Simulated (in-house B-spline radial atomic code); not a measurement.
In²⁺. Computed with a B-spline radial atomic code. Model: non-relativistic spherical atom: semilocal Troullier-Martins pseudo-atom, one channel per l, against all electrons, high spin, G0W0 and RPA with empty states to l = 8, local potential for every l without a channel, a model core (radius 0 = none) keeps its share of the functional.

Without relativity these are model numbers for so heavy an element.

What the tables leave out is listed at the end.

The pseudopotential gives back the lowest level of each angular momentum of its own functional in the configuration it was made in; a second state of the same l is only approximately right. Exact exchange, RPA and GW see the smooth pseudo-orbitals and miss the exchange with the core, for which the functional's share stands in. The column with an uncorrelated core keeps all orbitals and exact exchange, and so separates missing core correlation from pseudisation. Only the three outermost levels and the lowest empty one were computed. RPA here is direct RPA, with no exchange kernel, and its energies carry an (l + 1/2)⁻⁴ tail. A hybrid on a potential with a model core restores only its own semilocal share of the core's exchange.

Command:
```bash
python run_psgw.py task.json out
```
Settings (lengths in bohr, energies in hartree):
```
Z                      49
electrons              47
configuration          [Kr] 4d10 5s1
generated_in           [Kr] 4d10 5s1
functional             pbe,pbe
core_shells            7
radius_factor          1.3
core_correction        False
ion_configuration      [Kr] 4d10
```

Cost of the run: 59 s on 1 thread of Intel(R) Xeon(R) Platinum 8259CL CPU @ 2.50GHz (Skylake/Cascade Lake), with other jobs on the host.

Given: made with PBE; model core radius 0 bohr; local radius 1.329 bohr; mean-field start PBE.

Valence shells of the generating configuration: 4p, 4d, 5s.

Channel: s 2.761, p 1.076, d 1.213 (radii in bohr).

Computed: largest level miss in the spin-unpolarised generating configuration 0.001 eV; valence RPA correlation energy all-electron orbitals -1.0823 hartree; all-electron RPA polarisability, core included 12.013 bohr³; pseudo-atom RPA polarisability 11.992 bohr³; ionisation by mean-field all-electron 27.388 eV; ionisation by RPA all-electron 27.475 eV; ionisation by RPA pseudo minus all 1.59 eV.

| level | occupied | mean-field all-electron (eV) | mean-field pseudo minus all (eV) | G0W0 all-electron (eV) | G0W0 uncorrelated core minus all (eV) | G0W0 pseudo minus all (eV) | exchange self-energy all-electron (eV) | exchange self-energy pseudo (eV) |
| --- | --- | --- | --- | --- | --- | --- | --- | --- |
| 5s up | 1 | -23.122 | 0.003 | -27.595 | -0.02 | -1.361 | -14.303 | -15.151 |
| 4d down | 1 | -37.215 | 0.004 | -45.015 | 0.106 | 1.106 | -42.912 | -35.473 |
| 5s down (empty) | 0 | -22.06 | -0.011 | -18.369 | -0.017 | -1.354 | -4.1857 | -5.1252 |

Question: What is the valence RPA correlation energy pseudo?

Answer: -1.2113 hartree.

Question: What is the ionisation by mean-field pseudo minus all?

Answer: 0.014 eV.

Given: mean-field start PBE0.

Computed: valence RPA correlation energy pseudo -1.165 hartree; all-electron RPA polarisability, core included 10.716 bohr³; pseudo-atom RPA polarisability 9.8771 bohr³; ionisation by mean-field all-electron 27.045 eV; ionisation by mean-field pseudo minus all 0.636 eV; ionisation by RPA all-electron 27.338 eV.

```
          level  occupied  mean-field all-electron (eV)  mean-field pseudo minus all (eV)  G0W0 all-electron (eV)  G0W0 uncorrelated core minus all (eV)  G0W0 pseudo minus all (eV)  exchange self-energy all-electron (eV)  exchange self-energy pseudo (eV)
          5s up         1                       -23.924                            -0.544                 -27.467                                 -0.017                      -1.567                                 -14.131                           -15.837
        4d down         ?                             ?                                 ?                       ?                                      ?                           ?                                       ?                                 ?
          4d up         1                       -39.987                             0.275                 -45.559                                  0.106                       0.951                                 -42.975                           -35.844
5s down (empty)         0                       -20.631                            -0.509                  -18.18                                 -0.014                      -1.305                                 -3.9074                           -5.3335
```

Question: What belongs in the row 4d down?

Answer: occupied: 1; mean-field all-electron (eV): -39.753; mean-field pseudo minus all (eV): 0.37; G0W0 all-electron (eV): -45.323; G0W0 uncorrelated core minus all (eV): 0.112; G0W0 pseudo minus all (eV): 1.216; exchange self-energy all-electron (eV): -42.99; exchange self-energy pseudo (eV): -35.519.

Question: What is the ionisation by RPA pseudo minus all?

Answer: 1.738 eV.

Question: What is the valence RPA correlation energy all-electron orbitals?

Answer: -1.0319 hartree.

Given: mean-field start Hartree-Fock.

Computed: valence RPA correlation energy all-electron orbitals -0.90947 hartree; all-electron RPA polarisability, core included 8.6829 bohr³; pseudo-atom RPA polarisability 6.4092 bohr³; ionisation by mean-field pseudo minus all 2.704 eV; ionisation by RPA all-electron 27.006 eV; ionisation by RPA pseudo minus all 1.927 eV.

```tsv
level	occupied	mean-field all-electron (eV)	mean-field pseudo minus all (eV)	G0W0 all-electron (eV)	G0W0 uncorrelated core minus all (eV)	G0W0 pseudo minus all (eV)	exchange self-energy all-electron (eV)	exchange self-energy pseudo (eV)
5s up	1	-25.686	-2.826	-27.141	-0.009	-1.932	-13.382	-18.079
4d down	?	?	?	?	?	?	?	?
4d up	1	-46.367	1.161	-46.174	0.114	1.417	-43.003	-35.954
5s down (empty)	0	-16.055	-1.729	-17.777	-0.006	-1.149	-2.9184	-5.657
```

Question: What belongs in the row 4d down?

Answer: occupied: 1; mean-field all-electron (eV): -46.19; mean-field pseudo minus all (eV): 1.584; G0W0 all-electron (eV): -45.989; G0W0 uncorrelated core minus all (eV): 0.121; G0W0 pseudo minus all (eV): 1.707; exchange self-energy all-electron (eV): -43.089; exchange self-energy pseudo (eV): -35.578.

Question: What is the ionisation by mean-field all-electron?

Answer: 25.566 eV.

Question: What is the valence RPA correlation energy pseudo?

Answer: -1.0491 hartree.

Among the listed levels the largest G0W0 shift of the pseudo-atom is -1.93 eV, for 5s up on the Hartree-Fock start, while leaving the core uncorrelated moves that level by -0.01 eV. So pseudisation and the lost core exchange, not the missing core correlation, make the error. Not in the tables (levels of low weight, unsolved or above zero; the highest and the empty levels are kept at any weight): on PBE the G0W0 levels 4d up (pseudo minus all +0.99 eV, weights 0.84 and 0.78).
